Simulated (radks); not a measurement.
The numbers below are computed, except where a source is named.
Orbital eigenvalues (eV) of the boron ion B2+, [He] 2s1, at several levels of relativity; Dirac values are averaged over j with weights 2j + 1. Spin-unpolarised spherical Kohn-Sham, PBEsol, point nucleus unless stated (finite: rms radius 2.406 fm), a radial shooting solver on a logarithmic mesh with Libxc functionals. A level marked "c x" has the speed of light scaled by that factor.

| shell | non-rel. | scalar-rel., finite nucleus | Dirac | Dirac, c x 1.25 | change of magnitude, last against first (%) |
|---|---|---|---|---|---|
| 1s | -209.96 | -210.02 | -210.02 | -210.00 | +0.02 |
| 2s | -31.270 | -31.279 | -31.279 | -31.276 | +0.02 |
